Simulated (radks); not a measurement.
Task: Isoelectronic series with 20 electrons, all held in the configuration [Ar] 4s2, which need not be the ground one along the series. Method: scalar-relativistic Kohn-Sham, PBE, spin-unpolarised, spherical densities, finite nucleus; Fermi nuclear charge, rms radius of each element as measured or else 0.836 A^(1/3) + 0.57 fm; computed with a radial shooting solver on a logarithmic mesh with Libxc functionals. Total energies (hartree) and mean radii <r> (bohr):

| ion | E (hartree) | 4s | 3p |
|---|---|---|---|
| Ca | -680.32405 | 4.020 | 1.271 |
| Ti2+ | -852.35690 | 2.669 | 1.039 |
| Cr4+ | -1045.13593 | 2.086 | 0.8814 |
| Fe6+ | -1258.71105 | 1.735 | 0.7670 |
| Zn10+ | -1748.66555 | 1.313 | 0.6104 |
| Ge12+ | -2025.31178 | 1.173 | 0.5541 |
| Se14+ | -2323.28009 | 1.062 | 0.5075 |
| Kr16+ | -2642.74771 | 0.9696 | 0.4680 |
| Sr18+ | -2983.90836 | 0.8925 | 0.4343 |
| Zr20+ | -3346.97176 | 0.8267 | 0.4051 |
| Mo22+ | -3732.16245 | 0.7699 | 0.3795 |
| Ru24+ | -4139.72759 | 0.7204 | 0.3569 |

Estimate the row of Ni8+.

Result: E (hartree) -1493.17988; 4s 1.492; 3p 0.6796.
